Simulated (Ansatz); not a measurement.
**Question.** Predict a relaxed structure of `CO[B-](OC)(OC)Oc1ccc(F)cc1`, charge -1, singlet, at PBE-D4/def2-SVP (Ansatz).

**Answer.** 
```tsv
atom	x (Å)	y (Å)	z (Å)
C1	-2.9820	0.4265	-1.3030
O2	-1.8588	1.2427	-1.2542
B3	-0.8270	0.8822	-0.2793
O4	-1.3101	0.8569	1.1035
C5	-1.7626	2.0750	1.6001
O6	0.2884	1.8183	-0.3842
C7	0.8796	1.9663	-1.6340
O8	-0.3942	-0.5390	-0.6198
C9	0.6008	-1.1759	-0.0178
C10	0.9760	-2.4560	-0.5139
C11	2.0194	-3.1936	0.0627
C12	2.7147	-2.6574	1.1515
F13	3.7342	-3.3699	1.7190
C14	2.3747	-1.4011	1.6671
C15	1.3301	-0.6639	1.0945
H16	-3.7201	0.8393	-2.0335
H17	-2.7470	-0.6223	-1.6207
H18	-3.5041	0.3407	-0.3138
H19	-2.6243	2.4930	1.0152
H20	-2.1082	1.9482	2.6547
H21	-0.9716	2.8678	1.5957
H22	1.4209	1.0444	-1.9762
H23	1.6331	2.7901	-1.5998
H24	0.1394	2.2144	-2.4352
H25	0.4136	-2.8525	-1.3731
H26	2.3039	-4.1846	-0.3244
H27	2.9382	-1.0077	2.5281
H28	1.0430	0.3180	1.4906
```
 This is one stationary point.
